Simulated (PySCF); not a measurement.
**Core-level binding energies of `C[O][GeH]([GeH3])[GeH3]`**

CH10Ge3O.
Atom-mapped SMILES: `[CH3:1][O:2][GeH:3]([GeH3:4])[GeH3:5]`

The calculation used PySCF 2.14.0, delta-SCF UKS SCAN, pcX-2 on the ionised atom, pcseg-1 elsewhere, spin-free X2C. Binding energies are ΔSCF values: E(core-ionised, relaxed orbitals) − E(ground state) at a fixed geometry, referred to the vacuum level.

Question: Give the core binding energies atom by atom.

Answer: 
| atom(s) | environment | level | binding energy (eV) | count |
| --- | --- | --- | --- | --- |
| C1 | methoxy carbon | C 1s | 291.98 | 1 |
| O2 | oxygen bonded to C and Ge | O 1s | 537.23 | 1 |

Question: What is the longest wavelength that can ionise C 1s of C1 vertically?

Answer: λ = hc/E = 12398.42 eV Å / 291.98 eV = 42.463 Å.

Question: Which effective nuclear charge Zeff reproduces each element's mean 1s value in the hydrogen-like formula E = 13.606 eV × Zeff²?

Answer: C (Z = 6): mean 292.0 eV, Zeff = 4.63, Z − Zeff = 1.37; O (Z = 8): mean 537.2 eV, Zeff = 6.28, Z − Zeff = 1.72. Means run over the listed sites, weighted by atom count.

No level of germanium is listed. One conformer (not necessarily the lowest) at the PBE0-D3(BJ)/def2-SVP geometry, without solvent, vibrations or thermal averaging.

Shape of the structure used: `[CH3:1][O:2][GeH:3]([GeH3:4])[GeH3:5]`: C1–O2–Ge3–Ge4 67°.
